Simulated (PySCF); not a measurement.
# Ti²⁺ (titanium, charge +2) across methods

[Ar] 3d1 4p1, one real determinant (an excited configuration). Computed with PySCF 2.14 in aug-cc-pwCVTZ-DK, with scalar relativity by spin-free X2C-1e.

| method | E (hartree) | mean ε 3p β (eV) | mean ε 3d α (eV) | mean ε 4p α (eV) | Σ⟨r²⟩ (bohr²) | ⟨S²⟩ |
| --- | --- | --- | --- | --- | --- | --- |
| r2SCAN | -852.572 | -61.981 | -27.126 | -15.567 | 24.86 | 2.001 |
| PBE | -852.386 | -61.053 | -26.697 | -15.587 | 24.73 | 2.000 |
| PBEsol | -851.410 | -60.971 | -26.558 | -15.524 | 24.70 | 2.000 |
| LDA | -850.499 | -61.112 | -26.615 | -15.558 | 24.65 | 2.000 |
| M06-L | -852.562 | -62.086 | -26.590 | -15.408 | 24.87 | 2.001 |
| UHF | -851.73085 | -70.781 | -34.632 | -17.437 | 25.61 | 2.002 |
| PBE0 | -852.423 | -63.823 | -28.861 | -16.164 | 24.85 | 2.001 |

Problem. Estimate the same row for B97-3.

Solution. E (hartree) = -852.516; mean ε 3p β (eV) = -64.003; mean ε 3d α (eV) = -28.895; mean ε 4p α (eV) = -16.072; Σ⟨r²⟩ (bohr²) = 24.88; ⟨S²⟩ = 2.001.

⟨L²⟩ = 8.02 against 12 for a pure F term, so this real determinant mixes terms.
